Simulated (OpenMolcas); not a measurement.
Exact exchange and the dipole moment of CH4FGeN

The species is CH4FGeN (8 atoms), meant as a singlet with charge 0. SMILES: `[H]/N=[C](/F)[GeH3]`. Geometry: relaxed at PBE0-D4/def2-TZVP.

The dipole moment y, in D, basis 6-31G(d); a is the functional's share of exact exchange. Programs: OpenMolcas 26.06.

| functional | program | a | y (D) |
| --- | --- | --- | --- |
| r2SCAN | OpenMolcas | 0 | 2.82 |
| TPSS | OpenMolcas | 0 | 2.65 |
| B3LYP | OpenMolcas | 0.2 | ? |
| PBE0 | OpenMolcas | 0.25 | 2.92 |
| BHLYP | OpenMolcas | 0.5 | 3.18 |

Fit y = c + s·a to the known rows and predict B3LYP.


1. Means of the 4 rows: a = 0.1875, y = 2.893.
2. Σ(Δa)² = 0.17188, Σ(Δa·Δy) = 0.15063, so the slope is 0.15063/0.17188 = 0.87637.
3. Intercept: 2.893 − (0.87637) × 0.1875 = 2.729. The largest residual of the fit is 0.091.
4. B3LYP: 2.729 + (0.87637) × 0.2 = 2.90 D.

The run gave 2.84 D, so the prediction is off by +0.06 D, within the largest residual. More exact exchange makes the molecule more polar here. The rows mix families of semi-local functionals, which the line can't see.
